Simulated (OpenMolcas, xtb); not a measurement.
**How methods differ on SnH2O2 (SMILES [OH][Sn][OH])**

The species is SnH2O2 (5 atoms), meant as a singlet with charge 0. SMILES: `[OH][Sn][OH]`. The coordinates come from a PBE0-D4/def2-TZVP relaxation. This is one conformer, not always the lowest.

Quantity: the HOMO–LUMO gap, in eV. The values are calculated.

| level | kind | program | value (eV) | CPU time |
| --- | --- | --- | --- | --- |
| GFN2-xTB | semi-empirical | xtb | 4.81 | under 2 s |
| HF/def2-SVP (core potential) | Hartree–Fock | OpenMolcas | 10.74 | 4.3 s |
| SVWN5/def2-SVP (core potential) | LDA | OpenMolcas | 3.68 | 13 s |
| PBE/def2-SVP (core potential) | GGA | OpenMolcas | 3.69 | 19 s |
| M06-L/def2-SVP (core potential) | meta-GGA | OpenMolcas | 4.03 | 26 s |
| r2SCAN/def2-SVP (core potential) | meta-GGA | OpenMolcas | 4.04 | 21 s |
| BHLYP/def2-SVP (core potential) | global hybrid | OpenMolcas | 7.30 | 14 s |
| B2PLYP/def2-SVP (core potential) | double hybrid | OpenMolcas | 7.49 | 12 s |

The values span 3.68 to 10.74 eV. Orbital gaps aren't excitation energies, and those of double hybrids come from the SCF part alone; they tend to grow with the share of exact exchange. Times are those of the runs behind each value, whatever else they computed, on shared processors of several kinds: orders of magnitude only.
